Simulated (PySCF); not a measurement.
PBE on Cl (chlorine, neutral)

Configuration: [Ne] 3s2 3p5, 2P determinant. Computed with PySCF 2.14 in x2c-TZVPall, with scalar relativity by spin-free X2C-1e.

* Total energy: -461.3821 hartree
* One-electron energy: -636.9450 hartree
* Hartree (Coulomb) energy: 203.7173 hartree
* Exchange-correlation energy: -28.1544 hartree
* ⟨S²⟩: 0.7529
* ⟨L²⟩: 2.016
* Sum of ⟨r⟩: 15.74 bohr
* Sum of ⟨r²⟩: 27.29 bohr²
* Traceless quadrupole moment −½Σ⟨3z² − r²⟩ along its main axis: 1.54 e·bohr²
* Langevin diamagnetic susceptibility: -21.6 ×10⁻⁶ cm³/mol
* Time after the integrals: 0.15 s of wall time on 1 thread of Intel(R) Xeon(R) Platinum 8375C CPU @ 2.90GHz (shared host)

| shell | electrons | mean orbital energy (hartree) | spread (hartree) | rms radius, mean of both spins (bohr) |
| --- | --- | --- | --- | --- |
| 1s α | 1 | -101.05104 | 0 | 0.105 |
| 1s β | 1 | -101.04506 | 0 | 0.105 |
| 2s α | 1 | -9.27703 | 0 | 0.484 |
| 2s β | 1 | -9.27146 | 0 | 0.484 |
| 2p α | 3 | -7.03481 | 0.02337 | 0.454 |
| 2p β | 3 | -7.02700 | 0.01049 | 0.454 |
| 3s α | 1 | -0.77366 | 0 | 1.66 |
| 3s β | 1 | -0.73108 | 0 | 1.66 |
| 3p α | 3 | -0.32672 | 0.05513 | 2.00 |
| 3p β | 2 | -0.29367 | 0 | 2.00 |

Densities and radii are taken from the X2C orbitals without a picture-change correction, which distorts them close to the nucleus.
